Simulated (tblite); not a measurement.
C6H8N2OSi.
Geometry (GFN2-xTB, Å), atoms numbered from 1 in this order:
```
atom  x, y, z in Å
C1     1.9195    3.1214    0.2309
C2     1.9018    1.9243    0.1327
C3     1.8943    0.5257    0.0174
N4     2.9554   -0.2342   -0.0885
C5     2.4863   -1.5056   -0.1734
C6     1.1247   -1.5059   -0.1168
N7     0.7280   -0.2001    0.0062
Si8   -0.8690    0.4817    0.1292
O9    -1.7802   -0.8488    0.0558
C10   -3.1720   -0.9378    0.1055
H11    1.9465    4.1662    0.3165
H12    3.1614   -2.3330   -0.2684
H13    0.4071   -2.2983   -0.1519
H14   -0.9955    1.1783    1.4096
H15   -1.0958    1.3795   -1.0036
H16   -3.6244   -0.3830   -0.7186
H17   -3.4452   -1.9902    0.0265
H18   -3.5518   -0.5341    1.0459
```

Computed with GFN2-xTB (tblite): harmonic, unscaled wavenumbers at the GFN2-xTB geometry, gas phase. This tight-binding method is rough: wavenumbers can miss measured ones by several per cent, in bad cases by 10 to 20. Modes of hydrogen on silicon can be 10 to 20 % off. One conformer, not necessarily the lowest.

Harmonic wavenumbers (cm⁻¹): 36.9, 71.3, 77.6, 107.2, 123.1, 128.4, 162.2, 227.3, 253.6, 387.1, 459.7, 507.5, 552.3, 595.6, 598.9, 610.4, 640.9, 676.0, 695.6, 765.5, 776.4, 794.2, 809.6, 829.4, 908.0, 1026.2, 1106.4, 1133.5, 1138.4, 1168.3, 1171.3, 1260.9, 1305.0, 1377.6, 1418.1, 1462.5, 1477.4, 1485.6, 1525.8, 2251.6, 2255.6, 2291.0, 2962.7, 2974.8, 2999.3, 3164.2, 3189.6, 3398.1.

A = 1956, B = 835.0, C = 591.4 MHz; mass 152.041 u (most abundant isotopes); point group Cs, symmetry number 1.

Q: Zero-point energy?

A: Half the sum of the wavenumbers: 27669 cm⁻¹ = 331.00 kJ/mol.

Q: Give the ideal-gas entropy at 298.15 K and 1 bar in the rigid-rotor, harmonic-oscillator model (classical rotation).

A: Translation 171.51, rotation 126.31, vibration 150.52: S = 448.3 J/(mol K).

Q: And Cp and H(298.15 K) − H(0)?

A: Cp = 176.88 J/(mol K), of which vibrations give 143.62 (their classical limit is 48 R = 399.1); H(298.15 K) − H(0) = 32.60 kJ/mol without the zero-point energy, 22.68 from vibrations.

Q: What must be added to the electronic energy to get the Gibbs energy at 298.15 K and 1 bar?

A: ZPE + [H(298.15 K) − H(0)] − T·S = 331.00 + 32.60 − 133.67 = 229.93 kJ/mol.

Q: How do the functions run with temperature in this model?

A: 
| T (K) | S (J/(mol K)) | Cp (J/(mol K)) | H − H(0) (kJ/mol) | G − H(0) (kJ/mol) | ln q(vib) |
| --- | --- | --- | --- | --- | --- |
| 100 | 311.6 | 90.7 | 6.26 | -24.90 | 2.50 |
| 200 | 387.0 | 132.8 | 17.38 | -60.02 | 5.87 |
| 300 | 449.4 | 177.7 | 32.93 | -101.91 | 9.01 |
| 500 | 558.2 | 249.6 | 76.14 | -202.98 | 14.94 |
| 800 | 691.1 | 314.4 | 161.71 | -391.18 | 23.04 |
| 1000 | 764.3 | 341.4 | 227.45 | -536.90 | 27.91 |

q(vib) and H(0) count from the zero-point level.

Q: Blend soft modes into free rotors: weight 1/[1 + (100 cm⁻¹/ν̃)⁴] for the oscillator and the rest for a rotor with moment μB/(μ + B), μ = h/(8π²ν), B = 10⁻⁴⁴ kg m². What vibrational entropy results?

A: 136.50 J/(mol K) in place of 150.52, which changes −T·S at 298.15 K by +4.18 kJ/mol.

Hindered rotation and anharmonicity are outside this model. Other conformers, if any are populated, would add a mixing term that is left out.
